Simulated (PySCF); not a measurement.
CH9O2PSi3 (charge +1 and doublet state).
Geometry (GFN2-xTB, Å), atoms numbered from 1 in this order:
```
atom  x, y, z in Å
O1     3.230    2.013    0.916
C2     3.132    0.844    0.728
O3     1.966    0.277    0.424
Si4    0.687    1.330    0.335
P5    -0.860   -0.254   -0.157
Si6   -0.145   -2.222   -1.117
Si7   -3.007    0.268    0.447
H8     3.947    0.112    0.778
H9     0.822    2.231   -0.799
H10    0.365    1.890    1.639
H11   -1.183   -3.162   -0.696
H12    1.175   -2.446   -0.536
H13   -0.151   -1.909   -2.547
H14   -3.652   -1.039    0.525
H15   -2.859    0.963    1.723
H16   -3.475    1.113   -0.648
```

The hyperfine couplings belong to this conformer and change with its torsions.

The species is `[O+]=CO[SiH2]P([SiH3])[SiH3]` [radical] (charge +1).

Level of theory: UKS B3LYP, pcH-1 on C H O P Si, non-relativistic, mean-field spin-orbit, GIAO (PySCF). One conformer (not necessarily the lowest) at the GFN2-xTB geometry, without solvent, vibrations or thermal averaging. GFN2-xTB frequencies show an imaginary mode (35i cm⁻¹), so this geometry is no minimum at that level. A GFN2-xTB geometry isn't a minimum of the functional, and hyperfine couplings can be far from their values at a DFT geometry, by a factor of two or more for some ions and for spin on atoms past the first row.

Question: How many α and β electrons are there, and what is ⟨S²⟩ of the pure spin state?

Answer: 87 electrons with 2S = 1: 44 α and 43 β; S(S+1) = 0.75.

Mulliken spin populations, one withheld:

```tsv
atom	bound to	population
O1	C2	+0.0040
C2	O1, O3, H8	-0.0013
O3	C2, Si4	+0.0017
Si4	O3, P5, H9, H10	-0.0363
P5	Si4, Si6, Si7	?
Si6	P5, H11, H12, H13	-0.0454
Si7	P5, H14, H15, H16	-0.0456
H8	C2	+0.0008
H9	Si4	+0.0204
H10	Si4	+0.0100
H11	Si6	+0.0050
H12	Si6	+0.0097
H13	Si6	+0.0292
H14	Si7	+0.0038
H15	Si7	+0.0126
H16	Si7	+0.0302
```

Question: What does P5 hold?

Answer: 1 − (-0.0012) gives +1.001, since all populations sum to 2S.

Question: How is the spin shared among the elements?

Answer: Phosphorus +1.00, hydrogen +0.12, oxygen +0.01, carbon 0.00, silicon -0.13. The positive populations sum to 1.13, the negative ones to -0.13.

Question: The run gives ⟨S²⟩ = 0.7542. What does that say of the overlap of α and β orbitals, and of the weight of higher spin?

Answer: Σ|⟨iα|jβ⟩|² over occupied orbitals = Nβ − [⟨S²⟩ − S(S+1)] = 43 − 0.0042 = 42.9958. If the quartet state (S + 1) were the only admixture, its weight would be 0.0042/(2S + 2) = 0.14 %. For Kohn–Sham this describes the determinant of the orbitals, not the true wave function.

Question: What Fermi-contact NMR shifts do the couplings of C2, Si4, Si6/Si7, H8, H9/H10, H11 (×6) imply at 200 K (Curie law, g = gₑ)?

Answer: δ = a_FC·h·gₑ μB S(S+1)/(3 g_N μN kT), with k/h = 20836.6 MHz/K:

| nuclei | isotope | a_FC (MHz) | g_N | contact shift (ppm) |
| --- | --- | --- | --- | --- |
| C2 | 13C | -0.86 | 1.4048 | -135 |
| Si4 | 29Si | 20.97 | -1.1106 | -4165 |
| Si6/Si7 | 29Si | 19.59 | -1.1106 | -3890 |
| H8 | 1H | 1.64 | 5.5857 | +65 |
| H9/H10 | 1H | 32.97 | 5.5857 | +1302 |
| H11 (×6) | 1H | 32.32 | 5.5857 | +1276 |

The shifts go as 1/T: at 250 K they are 0.800 times these. Entries for several nuclei are means.

Means are taken over nuclei equivalent by connectivity, which assumes that they swap fast. The six 1H nuclei of mean +32.3 MHz run from 7.5 to 65.6 MHz in the frozen geometry. The 1H value of +33.0 MHz is a mean of couplings from 20.7 to 45.3 MHz in this one geometry, not an average over conformers.

The spin density at the nucleus, in bohr⁻³, is negative for Si4 (-0.0236) and Si6/Si7 (-0.0220), for instance. A restricted open-shell determinant has no negative spin density anywhere; here it arises because α and β orbitals differ (spin polarisation).

The SMILES `[O+]=CO[SiH2]P([SiH3])[SiH3]` draws the unpaired electron on O1, whose computed spin population is only 0.00.
